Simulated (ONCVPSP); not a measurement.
## Scattering properties, ONCV potential for Nb

```
Element                 : Nb (Z = 41)
Generator               : ONCVPSP 4.0.1
Type                    : optimised norm-conserving Vanderbilt (ONCV)
Functional              : PBE
Relativity              : scalar-relativistic
Frozen core             : [Ar] 3d10
Valence charge          : 13
Reference configuration : 4s2 4p6 4d4 5p1
Partial waves           : 4s: rc 1.85 bohr, ncon 4, nbas 8, qcut 5.6 1/bohr, 2 projectors, debl 0.6 Ha; 4p+5p: rc 2.45 bohr, ncon 4, nbas 7, qcut 6.9 1/bohr, 2 projectors; 4d: rc 1.85 bohr, ncon 4, nbas 8, qcut 9.4 1/bohr, local
Local potential         : the d channel
Core correction         : Teter function, fcfact 4.5, rcfact 1.25
```

In the s channel the program set the typed energies aside and used -2.192, 0.250 Ha.

The phase is arctan(r·R′/R) of the radial function R(r), unwrapped; energies in Ha, scanned from -4 to 5 Ha. A pole is an energy at which the radial function vanishes at the test radius. The pseudo phase is shifted by a multiple of π to meet the all-electron one at the reference energy, and phase errors are pseudo minus all-electron; the curves can meet again beyond the range given. Levels narrower than the energy grid can be missing from the lists of poles.

Question: For each channel, where are the poles, and over which energies does the pseudopotential scatter like the atom?

Answer:

```json
{"channel": "s", "radius (bohr)": "1.88", "reference energy (Ha)": "-2.19", "poles, all-electron": "-1.83", "poles, pseudo": "-1.83, 4.83", "unbroken range about the reference energy with phases within 0.05 rad": "the whole range", "phase error 1 Ha above the reference energy (rad)": "-0.000"}
{"channel": "p", "radius (bohr)": "2.49", "reference energy (Ha)": "-0.06", "poles, all-electron": "-1.22, 2.43", "poles, pseudo": "-1.22, 2.41", "unbroken range about the reference energy with phases within 0.05 rad": "below 3.9", "phase error 1 Ha above the reference energy (rad)": "-0.001"}
{"channel": "d", "radius (bohr)": "1.88", "reference energy (Ha)": "-0.15", "poles, all-electron": "1.02", "poles, pseudo": "1.01", "unbroken range about the reference energy with phases within 0.05 rad": "below 2.9", "phase error 1 Ha above the reference energy (rad)": "-0.001"}
```

Phases in the s channel:

```json
{"E (Ha)": "-3.98", "all-electron": "1.232", "pseudo": "1.232"}
{"E (Ha)": "-3.50", "all-electron": "1.143", "pseudo": "1.143"}
{"E (Ha)": "-3.02", "all-electron": "0.904", "pseudo": "0.904"}
{"E (Ha)": "-2.54", "all-electron": "-0.435", "pseudo": "-0.435"}
{"E (Ha)": "-2.06", "all-electron": "-1.447", "pseudo": "-1.447"}
{"E (Ha)": "-1.58", "all-electron": "-1.656", "pseudo": "-1.656"}
{"E (Ha)": "-1.10", "all-electron": "-1.769", "pseudo": "-1.769"}
{"E (Ha)": "-0.62", "all-electron": "-1.874", "pseudo": "-1.874"}
{"E (Ha)": "-0.14", "all-electron": "-2.015", "pseudo": "-2.015"}
{"E (Ha)": "0.34", "all-electron": "-2.271", "pseudo": "-2.271"}
{"E (Ha)": "0.82", "all-electron": "-2.845", "pseudo": "-2.846"}
{"E (Ha)": "1.30", "all-electron": "-3.701", "pseudo": "-3.704"}
{"E (Ha)": "1.78", "all-electron": "-4.174", "pseudo": "-4.178"}
{"E (Ha)": "2.26", "all-electron": "-4.383", "pseudo": "-4.387"}
{"E (Ha)": "2.74", "all-electron": "-4.494", "pseudo": "-4.499"}
{"E (Ha)": "3.22", "all-electron": "-4.564", "pseudo": "-4.570"}
{"E (Ha)": "3.70", "all-electron": "-4.613", "pseudo": "-4.621"}
{"E (Ha)": "4.18", "all-electron": "-4.650", "pseudo": "-4.662"}
{"E (Ha)": "4.66", "all-electron": "-4.681", "pseudo": "-4.699"}
```
